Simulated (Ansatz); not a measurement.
Computed with Ansatz on PBE0-D4/def2-TZVP structures; ΔE is electronic, products minus reactants. CCSD(T)/CBS is the MP2 limit (def2-TZVPP, def2-QZVPP) plus CCSD(T) − MP2 in def2-TZVPP, frozen cores. This one scheme is used for every species. One conformer a species, not always the lowest.

`F[SiH](Cl)O[SiH2]Cl` + H₂O → `O[SiH](Cl)O[SiH2]Cl` + H–F  (formal hydrolysis of the Si–F bond)

```
              species  CCSD(T)/CBS(def2) energy (Eh)
`F[SiH](Cl)O[SiH2]Cl`                    -1674.76179
                  H₂O                      -76.37941
`O[SiH](Cl)O[SiH2]Cl`                    -1650.73220
                  H–F                     -100.39570
```

Problem. Work out ΔE.

Solution. ΔE = (-1650.73220) + (-100.39570) − (-1674.76179) − (-76.37941) = 0.01330 Eh = +34.9 kJ/mol.

Largest T1 diagnostic among the species: 0.011.

The D4 term adds −5.7 kJ/mol with B3LYP and −3.1 kJ/mol with PBE0; it sums over pairs of atoms, weighted by their polarisabilities, and B3LYP, whose exchange is more repulsive, gets the larger term. In def2-TZVPP, CCSD(T) changes the Hartree–Fock value by −9.2 kJ/mol (the triples alone add −1.7 kJ/mol) and MP2 by −11.3 kJ/mol.

B3LYP here is the variant with VWN-RPA as its local correlation; programs differ in this.
